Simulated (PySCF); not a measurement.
C₄H₅, doublet (typed; the unrestricted solution is spin-contaminated), geometry from GFN2-xTB; DF-HF/def2-TZVPD (PySCF).

The PySCF input:
```python
from pyscf import gto, scf

mol = gto.Mole()
mol.atom = '''
    C     0.846922    1.666202   -0.087472
    C     0.098797    0.626242    0.042347
    C    -0.689093   -0.455535    0.180704
    C    -0.314503   -1.747230   -0.104834
    H     1.478742    2.032736    0.712299
    H     0.890577    2.241590   -1.004097
    H    -1.695126   -0.277397    0.547122
    H     0.671379   -1.971071   -0.469908
    H    -0.998312   -2.563934    0.030112
'''
mol.basis = 'def2-tzvpd'
mol.charge = 0
mol.spin = 1
mol.verbose = 4
mol.max_memory = 1800
mol.build()

mf = scf.UHF(mol)
mf = mf.density_fit(auxbasis='def2-universal-jkfit')
mf.kernel()
```

**Question.** Write the output that PySCF gives for this input, abridged.

**Answer.** 
```
PySCF version 2.14.0

[INPUT] verbose = 4
[INPUT] num. atoms = 9
[INPUT] num. electrons = 29
[INPUT] charge = 0
[INPUT] spin (= nelec alpha-beta = 2S) = 1
[INPUT] symmetry False subgroup None
[INPUT] Mole.unit = angstrom
[INPUT] Symbol           X                Y                Z      unit          X                Y                Z       unit  Magmom
[INPUT]  1 C      0.846922000000   1.666202000000  -0.087472000000 AA    1.600450628869   3.148665448203  -0.165298123568 Bohr   0.0
[INPUT]  2 C      0.098797000000   0.626242000000   0.042347000000 AA    0.186699271929   1.183425867700   0.080024232197 Bohr   0.0
[INPUT]  3 C     -0.689093000000  -0.455535000000   0.180704000000 AA   -1.302197044355  -0.860836390154   0.341481069613 Bohr   0.0
[INPUT]  4 C     -0.314503000000  -1.747230000000  -0.104834000000 AA   -0.594324535354  -3.301786176624  -0.198107548543 Bohr   0.0
[INPUT]  5 H      1.478742000000   2.032736000000   0.712299000000 AA    2.794417388892   3.841314323544   1.346050028802 Bohr   0.0
[INPUT]  6 H      0.890577000000   2.241590000000  -1.004097000000 AA    1.682946622837   4.235991183564  -1.897468332497 Bohr   0.0
[INPUT]  7 H     -1.695126000000  -0.277397000000   0.547122000000 AA   -3.203323886629  -0.524204357776   1.033910736724 Bohr   0.0
[INPUT]  8 H      0.671379000000  -1.971071000000  -0.469908000000 AA    1.268722435784  -3.724784362073  -0.887997423742 Bohr   0.0
[INPUT]  9 H     -0.998312000000  -2.563934000000   0.030112000000 AA   -1.886536266867  -4.845133061461   0.056903433063 Bohr   0.0

nuclear repulsion = 96.6892875788786
number of shells = 77
number of NR pGTOs = 263
number of NR cGTOs = 193
basis = def2-tzvpd
ecp = {}

******** <class 'pyscf.df.df_jk.DFUHF'> ********
method = DFUHF
initial guess = minao
damping factor = 0
level_shift factor = 0
DIIS = <class 'pyscf.scf.diis.CDIIS'>
diis_start_cycle = 1
diis_space = 8
diis_damp = 0
SCF conv_tol = 1e-09
SCF conv_tol_grad = None
SCF max_cycles = 50
direct_scf = False
number electrons alpha = 15  beta = 14
Set gradient conv threshold to 3.16228e-05
******** <class 'pyscf.df.df.DF'> ********
auxbasis = def2-universal-jkfit
init E= -155.101157308412

cycle= 1 E= -154.279764431856  delta_E= 0.821  |g|= 0.25  |ddm|= 2.77
cycle= 2 E= -154.333478919411  delta_E= -0.0537  |g|= 0.0902  |ddm|= 0.876
cycle= 3 E= -154.343531154127  delta_E= -0.0101  |g|= 0.0475  |ddm|= 0.238
cycle= 4 E= -154.346920584599  delta_E= -0.00339  |g|= 0.0292  |ddm|= 0.0942
cycle= 5 E= -154.349183550663  delta_E= -0.00226  |g|= 0.0177  |ddm|= 0.116
cycle= 6 E= -154.350326608752  delta_E= -0.00114  |g|= 0.00891  |ddm|= 0.12
cycle= 7 E= -154.350635046354  delta_E= -0.000308  |g|= 0.00693  |ddm|= 0.0608
cycle= 8 E= -154.350860979808  delta_E= -0.000226  |g|= 0.00606  |ddm|= 0.0352
cycle= 9 E= -154.351224114784  delta_E= -0.000363  |g|= 0.00455  |ddm|= 0.0589
cycle= 10 E= -154.351528742135  delta_E= -0.000305  |g|= 0.00218  |ddm|= 0.0821
cycle= 11 E= -154.351565987482  delta_E= -3.72e-05  |g|= 0.000838  |ddm|= 0.0281
cycle= 12 E= -154.351569481718  delta_E= -3.49e-06  |g|= 0.000307  |ddm|= 0.00935
cycle= 13 E= -154.351569872116  delta_E= -3.9e-07  |g|= 0.000116  |ddm|= 0.0037
cycle= 14 E= -154.351569896511  delta_E= -2.44e-08  |g|= 4.86e-05  |ddm|= 0.000509
cycle= 15 E= -154.351569901063  delta_E= -4.55e-09  |g|= 2.12e-05  |ddm|= 0.000293
cycle= 16 E= -154.351569902236  delta_E= -1.17e-09  |g|= 9.88e-06  |ddm|= 0.000175
cycle= 17 E= -154.351569902474  delta_E= -2.38e-10  |g|= 5.5e-06  |ddm|= 9.49e-05
Extra cycle  E= -154.351569902526  delta_E= -5.24e-11  |g|= 3.94e-06  |ddm|= 1.22e-05
converged SCF energy = -154.351569902526  <S^2> = 1.0271084  2S+1 = 2.2601844
```
